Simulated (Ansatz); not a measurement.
Job for Ansatz (a quantum-chemistry and plane-wave program): R-CCSD(T)/cc-pVDZ on CH4GeO (SMILES C[O][GeH]). The run froze 16 orbitals, filled d shells among them.

Ansatz 0.2 input:
```yaml
crystal:
  periodic: [false, false, false]
  atoms:
    - {symbol: C, position_ang: [-0.78587311, -0.15559512, 0.31287130]}
    - {symbol: O, position_ang: [0.01336493, 0.98563563, 0.05205304]}
    - {symbol: Ge, position_ang: [1.77471701, 1.05839598, -0.23695015]}
    - {symbol: H, position_ang: [-1.55595179, -0.23958180, -0.45807495]}
    - {symbol: H, position_ang: [-0.18760724, -1.07174276, 0.32484996]}
    - {symbol: H, position_ang: [-1.27910629, -0.03605760, 1.28078890]}
    - {symbol: H, position_ang: [2.02045650, -0.54105434, -0.08890411]}
basis:
  gaussian:
    orbitals: cc-pVDZ
magnetization: {spin_polarized: false}
correlation: {method: ccsd_t, electrons: outside_noble_gas}
scf: {lower_state_search: off}
```

It printed:

```
WARN ansatz: RAYON_NUM_THREADS=1 ignored (pool sized by the plan → 1); use --threads N
Functional definition: HF
these checks for a lower state are left out or cut short: stability, starts, cluster_reference, orbital_swaps, neighbouring_geometries, increment
integrals: 0.06 GiB planned
759 factors; integrals over basis functions are off by at most 1.2e-3 eV
mean field: 0.19 GiB planned
mean field evaluation 1: about -59601.0169 eV, gradient 3.0e1 eV
mean field evaluation 2: about -59601.0786 eV, gradient 3.0e1 eV
mean field evaluation 4: about -59603.1462 eV, gradient 3.0e0 eV
mean field evaluation 8: about -59603.1811 eV, gradient 1.7e-1 eV
mean field -59603.18127825 eV, -2190.3765114883 hartree, gradient 9.4e-6 eV, S^2 0.000000; 0 other end points of the search recorded, 0 dependent functions left out
16 core orbitals not correlated
reference -59603.18127825 eV, -2190.3765114883 hartree; 9, 9 occupied and 50, 50 virtual orbitals, 759 factors
second order -11.22583889 eV of doubles, -0.00000000 eV of singles
coupled cluster: 0.14 GiB planned
cycle   1  -11.67517674 eV  change   -4.5e-1 eV  update   1.1e-1
cycle   2  -12.06329226 eV  change   -3.9e-1 eV  update   3.7e-2
cycle   3  -12.20538354 eV  change   -1.4e-1 eV  update   2.6e-2
cycle   4  -12.19646373 eV  change    8.9e-3 eV  update   8.3e-3
cycle   5  -12.19469403 eV  change    1.8e-3 eV  update   4.1e-3
cycle   6  -12.19578676 eV  change   -1.1e-3 eV  update   1.4e-3
cycle   7  -12.19517693 eV  change    6.1e-4 eV  update   5.2e-4
cycle   8  -12.19518699 eV  change   -1.0e-5 eV  update   1.4e-4
cycle   9  -12.19525755 eV  change   -7.1e-5 eV  update   5.0e-5
cycle  10  -12.19524072 eV  change    1.7e-5 eV  update   1.9e-5
perturbative correction -0.34562401 eV, -0.0127014479 hartree
Total energy: -59615.72214297 eV, -2190.8373797664 hartree
Checks for a lower state left out: stability, starts, cluster_reference, orbital_swaps, neighbouring_geometries, increment
```

Self-consistency was reached.

Cost: very roughly 3 core-seconds.
